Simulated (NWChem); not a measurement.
System: WHS3Cl; SMILES [S]=[W](=[S])([SH])[Cl]

The following NWChem deck was run.

```
start job
memory heap 200 mb stack 900 mb global 1100 mb
geometry units angstroms
  W      0.006490     0.024409    -0.019520
  S      0.937790    -1.389322    -1.387193
  S      1.559097     0.746507     1.323000
  Cl    -0.964867     1.650262    -1.067578
  S     -1.413299    -1.252688     1.342597
  H     -1.717348    -2.197373     0.441875
end
basis spherical
  * library def2-svp
end
ecp
  W library def2-ecp
end
dft
  xc pbe0
  iterations 150
end
driver
  maxiter 120
end
task dft optimize
```

No frequency run checked for a minimum. def2 effective core potentials on W; no spin-orbit coupling.

The level has its own optimisation. Brackets give each atom's bonded neighbours.

Problem. What results follow from this input? (PBE0/def2-SVP with def2 effective core potentials on W.) Quantities: r Cl–W (Å); r S–W [S(HW)–W(ClSSS)] (Å); r H–S (Å); dipole (D).

Solution. 
| Quantity | Value |
|---|---|
| r Cl–W (Å) | 2.269 |
| r S–W [S(HW)–W(ClSSS)] (Å) | 2.314 |
| r H–S (Å) | 1.356 |
| dipole (D) | 1.81 |
